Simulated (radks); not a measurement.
Ionisation ladder of thallium, from Tl66+ to Tl80+. Each ion is in the ground configuration listed by NIST, and IE = E(next ion) - E(this ion), with E = 0 for the bare nucleus. All-electron calculation, non-relativistic Kohn-Sham, LDA (Slater exchange, Perdew-Wang correlation), spin-unpolarised, spherical densities, point nucleus; relativity is left out, which matters for an element this heavy. Program: a radial shooting solver on a logarithmic mesh with Libxc functionals.

| species | configuration | E (hartree) | IE, Delta-SCF (eV) | IE, NIST (eV) | kind | error (eV) |
|---|---|---|---|---|---|---|
| Tl66+ | [Ne] 3s2 3p3 | -13840.2164 | 7421.2 | 7570 | theory | -148.8 |
| Tl67+ | [Ne] 3s2 3p2 | -13567.4927 | 7556.1 | 8260 | theory | -703.9 |
| Tl68+ | [Ne] 3s2 3p1 | -13289.8115 | 7690.7 | 8420 | theory | -729.3 |
| Tl69+ | [Ne] 3s2 | -13007.1843 | 7962.8 | 8730 | theory | -767.2 |
| Tl70+ | [Ne] 3s1 | -12714.5556 | 8081.8 | 8880 | theory | -798.2 |
| Tl71+ | [Ne] | -12417.5539 | 18826.4 | 19070 | theory | -243.6 |
| Tl72+ | [He] 2s2 2p5 | -11725.6953 | 19186.7 | 19440 | theory | -253.3 |
| Tl73+ | [He] 2s2 2p4 | -11020.5979 | 19548.2 | 19840 | theory | -291.8 |
| Tl74+ | [He] 2s2 2p3 | -10302.2151 | 19910.5 | 20210 | theory | -299.5 |
| Tl75+ | [He] 2s2 2p2 | -9570.5191 | 20273 | 22780 | theory | -2507.4 |
| Tl76+ | [He] 2s2 2p1 | -8825.5139 | 20633 | 23250 | theory | -2616.9 |
| Tl77+ | [He] 2s2 | -8067.2623 | 21136 | 23850 | theory | -2714.4 |
| Tl78+ | [He] 2s1 | -7290.5416 | 21412 | 24234.1 | theory | -2821.6 |
| Tl79+ | [He] | -6503.6474 | 87922 | 96783.2 | theory | -8861.4 |
| Tl80+ | 1s1 | -3272.5820 | 89051 | 98592.1 | theory | -9540.6 |

Reference values: NIST Atomic Spectra Database (exp. = measured, semi-emp. = semi-empirical, theory = theoretical value adopted there). The ionisation energy per charge of the ion left behind rises most, in proportion, at Tl79+ ([He]), from 271.04 to 1099.0 eV. Relativity is left out here, which matters for elements this heavy. Spin polarisation and multiplet splitting are left out, so open shells lie too high by an amount that depends on their filling.

Beside tabulated values, note that spin-unpolarised runs miss the spin-polarisation part of the exchange energy of open shells.
